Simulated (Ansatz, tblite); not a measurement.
Forces on HgCl2 at its PBE0-D4/def2-TZVP geometry. The state is a singlet with charge 0.

In the def2 sets Hg takes a core potential; there is no spin–orbit coupling. The xTB rows come from tblite. The structure comes from a short search, and lower isomers may exist.

GFN1-xTB (tblite), largest force 0.23 eV/Å:

```xyz
3
positions Å, forces eV/Å
Hg    0.001    0.000    0.001    0.000    0.000    0.000
Cl   -0.130    1.625    1.560   -0.013    0.166    0.159
Cl    0.129   -1.625   -1.561    0.013   -0.166   -0.159
```

GFN2-xTB (tblite), largest force 0.24 eV/Å:

```
Hg 0.000 0.000 0.000
Cl -0.014 0.176 0.169
Cl 0.014 -0.176 -0.169
```

PBE0-D4/def2-TZVP (Ansatz), largest force 0.00 eV/Å:

```
Hg -0.002 0.001 -0.002
Cl 0.001 -0.001 0.001
Cl 0.001 0.000 0.001
```
